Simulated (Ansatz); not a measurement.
Basis sets compared for Si(iPr)H3 (C₃H₁₀Si). The state is a singlet with charge 0. Geometry PBE0-D4/def2-SVP. Ansatz on 2 threads of AMD EPYC 9R45 on a shared host; times are rough, and most runs start from earlier orbitals.

```csv
atom,x (Å),y (Å),z (Å)
C1,0.2886,-0.1835,-0.2943
C2,-0.2342,-1.4690,0.3471
C3,1.2949,0.5338,0.6061
Si4,-1.1344,0.9694,-0.7849
H5,0.7946,-0.4473,-1.2422
H6,-0.9229,-2.0144,-0.3173
H7,-0.7756,-1.2575,1.2846
H8,0.5952,-2.1518,0.5980
H9,2.1440,-0.1253,0.8548
H10,1.7063,1.4389,0.1321
H11,0.8312,0.8400,1.5589
H12,-2.1023,0.2648,-1.6841
H13,-0.6143,2.1791,-1.4975
H14,-1.8711,1.4229,0.4388
```

Another isomer (singlet) lies 1.02 eV lower at PBE0-D4/def2-TZVP; other spin states weren't run for this one.

Binding counts from free atoms (C triplet, Si triplet, H doublet) in the same basis, without a counterpoise term.

| level | functions | energy (Eh) | HOMO (eV) | LUMO (eV) | binding per atom (eV) | wall time |
| --- | --- | --- | --- | --- | --- | --- |
| PBE-D4/def2-SVP | 110 | -409.3192 | -6.83 | 0.30 | 3.80 | 0.7 s |
| PBE0-D4/def2-SVP | 110 | -409.3814 | -8.11 | 1.14 | 3.78 | 0.8 s |

(1) Estimate the rows for PBE-D4/def2-TZVP (with forces), PBE0-D4/def2-TZVP.

Results:

(1) 
```csv
level,functions,energy (Eh),HOMO (eV),LUMO (eV),binding per atom (eV),wall time
PBE-D4/def2-TZVP (with forces),190,-409.5517,-6.87,-0.13,3.78,1.5 s
PBE0-D4/def2-TZVP,190,-409.6085,-8.10,0.67,3.76,1.6 s
```
